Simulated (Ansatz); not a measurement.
Cu3H3. The state is a singlet with charge 0. Geometry PBE-D4/def2-SVP.

Cartesian coordinates in Å:
```
Cu 0.014 -0.119 1.335
Cu -0.180 -1.085 -0.767
Cu 0.166 1.203 -0.568
H -0.234 -1.697 0.801
H -0.020 0.167 -1.883
H 0.254 1.529 1.082
```

The 6-31G sets use Cartesian d functions. The structure comes from a short search, and lower isomers may exist.

Problem. Estimate the orbital energies around the gap (eV) in Ansatz with HF/6-31G, PBE-D4/def2-TZVPD, r2SCAN-D4/def2-TZVP, B97M-V/def2-TZVP, r2SCAN0-D4/def2-TZVP.

Solution. 
```json
{"orbital": "HOMO−5", "HF/6-31G": "-11.59", "PBE-D4/def2-TZVPD": "-5.82", "r2SCAN-D4/def2-TZVP": "-5.85", "B97M-V/def2-TZVP": "-6.08", "r2SCAN0-D4/def2-TZVP": "-7.84"}
{"orbital": "HOMO−4", "HF/6-31G": "-11.59", "PBE-D4/def2-TZVPD": "-5.79", "r2SCAN-D4/def2-TZVP": "-5.83", "B97M-V/def2-TZVP": "-6.03", "r2SCAN0-D4/def2-TZVP": "-7.81"}
{"orbital": "HOMO−3", "HF/6-31G": "-11.24", "PBE-D4/def2-TZVPD": "-5.79", "r2SCAN-D4/def2-TZVP": "-5.83", "B97M-V/def2-TZVP": "-6.03", "r2SCAN0-D4/def2-TZVP": "-7.81"}
{"orbital": "HOMO−2", "HF/6-31G": "-10.94", "PBE-D4/def2-TZVPD": "-5.51", "r2SCAN-D4/def2-TZVP": "-5.54", "B97M-V/def2-TZVP": "-5.76", "r2SCAN0-D4/def2-TZVP": "-7.45"}
{"orbital": "HOMO−1", "HF/6-31G": "-9.15", "PBE-D4/def2-TZVPD": "-5.25", "r2SCAN-D4/def2-TZVP": "-5.25", "B97M-V/def2-TZVP": "-5.41", "r2SCAN0-D4/def2-TZVP": "-6.65"}
{"orbital": "HOMO", "HF/6-31G": "-9.15", "PBE-D4/def2-TZVPD": "-5.25", "r2SCAN-D4/def2-TZVP": "-5.25", "B97M-V/def2-TZVP": "-5.41", "r2SCAN0-D4/def2-TZVP": "-6.65"}
{"orbital": "LUMO", "HF/6-31G": "1.24", "PBE-D4/def2-TZVPD": "-2.11", "r2SCAN-D4/def2-TZVP": "-1.70", "B97M-V/def2-TZVP": "-1.94", "r2SCAN0-D4/def2-TZVP": "-0.79"}
{"orbital": "LUMO+1", "HF/6-31G": "1.79", "PBE-D4/def2-TZVPD": "-2.11", "r2SCAN-D4/def2-TZVP": "-1.70", "B97M-V/def2-TZVP": "-1.94", "r2SCAN0-D4/def2-TZVP": "-0.79"}
{"orbital": "LUMO+2", "HF/6-31G": "1.79", "PBE-D4/def2-TZVPD": "-2.00", "r2SCAN-D4/def2-TZVP": "-0.75", "B97M-V/def2-TZVP": "-1.01", "r2SCAN0-D4/def2-TZVP": "-0.03"}
{"orbital": "LUMO+3", "HF/6-31G": "2.11", "PBE-D4/def2-TZVPD": "-1.28", "r2SCAN-D4/def2-TZVP": "-0.62", "B97M-V/def2-TZVP": "-0.69", "r2SCAN0-D4/def2-TZVP": "0.35"}
{"orbital": "LUMO+4", "HF/6-31G": "3.29", "PBE-D4/def2-TZVPD": "0.43", "r2SCAN-D4/def2-TZVP": "1.16", "B97M-V/def2-TZVP": "0.78", "r2SCAN0-D4/def2-TZVP": "1.87"}
{"orbital": "LUMO+5", "HF/6-31G": "3.29", "PBE-D4/def2-TZVPD": "0.43", "r2SCAN-D4/def2-TZVP": "1.64", "B97M-V/def2-TZVP": "1.31", "r2SCAN0-D4/def2-TZVP": "2.36"}
```
